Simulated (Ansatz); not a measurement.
Isolated molecules relaxed with PBE0-D4/def2-TZVP in Ansatz; ΔE leaves out vibrations. CCSD(T)/CBS is the MP2 limit (def2-TZVPP, def2-QZVPP) plus CCSD(T) − MP2 in def2-TZVPP, frozen cores. This one scheme is used for every species. DFT in def2-TZVPP. B3LYP here is the variant with VWN-RPA as its local correlation; programs differ in this. One conformer a species, not always the lowest.

`Cl[SiH2]S[SiH](Cl)Cl` + `N[SiH3]` → `[SiH3]N[SiH](Cl)Cl` + `S[SiH2]Cl`  (ligand exchange at the Si–S bond)

`Cl[SiH2]S[SiH](Cl)Cl`:

```xyz
9

Cl   -1.721   -1.813    1.053
Si   -1.395    0.201    0.909
S     0.669    0.713    1.091
Si    1.503    0.046   -0.738
Cl    1.584   -1.985   -0.858
Cl    0.462    0.731   -2.353
H    -1.944    0.658   -0.382
H    -2.032    0.867    2.064
H     2.874    0.582   -0.787
```

`N[SiH3]`:

```xyz
7

N    -1.017   -0.085   -0.310
Si    0.606   -0.035    0.258
H    -1.207   -0.400   -1.248
H    -1.661    0.642   -0.043
H     1.238   -1.343   -0.050
H     1.473    1.028   -0.333
H     0.568    0.192    1.726
```

`[SiH3]N[SiH](Cl)Cl`:

```xyz
10

Si    0.355    1.564    0.249
N    -0.571    0.153   -0.157
Si   -0.078   -1.470   -0.104
Cl   -1.561   -2.628    0.697
Cl    0.312   -2.235   -1.964
H     0.612    2.410   -0.946
H     1.641    1.084    0.808
H    -0.363    2.390    1.253
H    -1.492    0.319   -0.542
H     1.145   -1.586    0.706
```

`S[SiH2]Cl`:

Z-matrix (Å, degrees):
```
Si
Cl 1 2.054
S 1 2.120 2 112.9
H 1 1.478 2 108.5 3 -116.6
H 1 1.479 2 106.5 3 122.3
H 3 1.344 1 94.3 2 70.4
```

Question: Is it downhill or uphill in electronic energy at CCSD(T)/CBS, and by how much? (An estimate is asked.)

Answer: The calculation gave: Downhill: ΔE = -14.8 kJ/mol.

Question: What do these levels give: r2SCAN-D4, ωB97X-V, PBE0, B3LYP, MP2/def2-QZVPP, MP2/CBS(def2)? (Best estimate.)

Answer: The calculation gave: r2SCAN-D4 -12.2, ωB97X-V -15.9, PBE0 -13.1, B3LYP -22.3, MP2/def2-QZVPP -11.2, MP2/CBS(def2) -8.6 kJ/mol.

Largest T1 diagnostic among the species: 0.010.

From PBE to PBE0 (25 % exact exchange), in def2-TZVPP and without D4, ΔE moves by −3.3 kJ/mol. The D4 term adds +9.8 kJ/mol with B3LYP and +5.5 kJ/mol with PBE0; it sums over pairs of atoms, weighted by their polarisabilities, and B3LYP, whose exchange is more repulsive, gets the larger term.
